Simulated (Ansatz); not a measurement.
One change: `O/C(Cl)=N/[SiH3]` becomes `C/N=C(/O)Cl`.

Ansatz, PBE0-D4/def2-TZVP geometries, multiplicity 1. Each molecule was computed in one conformer, which needn't be the lowest.

```tsv
property	`O/C(Cl)=N/[SiH3]`
HOMO–LUMO gap (ωB97M-V/def2-TZVPP) / eV	11.99
HOMO–LUMO gap (B3LYP/def2-TZVPP) / eV	7.08
LUMO energy (PBE/def2-TZVPP) / eV	-1.53
HOMO energy (B3LYP/def2-TZVPP) / eV	-7.84
LUMO energy (PBE0/def2-TZVPP) / eV	-0.53
HOMO energy (PBE0/def2-TZVPP) / eV	-8.08
```

Q: Give the same properties after the change, and the shifts. (An estimate is asked.)

A: The calculation gave: 
```tsv
property	`C/N=C(/O)Cl`	shift
HOMO–LUMO gap (ωB97M-V/def2-TZVPP) / eV	12.50	0.51
HOMO–LUMO gap (B3LYP/def2-TZVPP) / eV	7.76	0.68
LUMO energy (PBE/def2-TZVPP) / eV	-0.71	0.82
HOMO energy (B3LYP/def2-TZVPP) / eV	-7.67	0.17
LUMO energy (PBE0/def2-TZVPP) / eV	0.36	0.89
HOMO energy (PBE0/def2-TZVPP) / eV	-7.89	0.19
```

With PBE0 the HOMO rises by 0.19 eV and the LUMO rises by 0.89 eV, so the gap widens by about 0.70 eV. PBE moves the HOMO by 0.11 eV and ωB97M-V by 0.21 eV.

Positive LUMOs are unbound, so they and the gaps depend on the basis.

B3LYP here is the variant with VWN-RPA as its local correlation; programs differ in this.
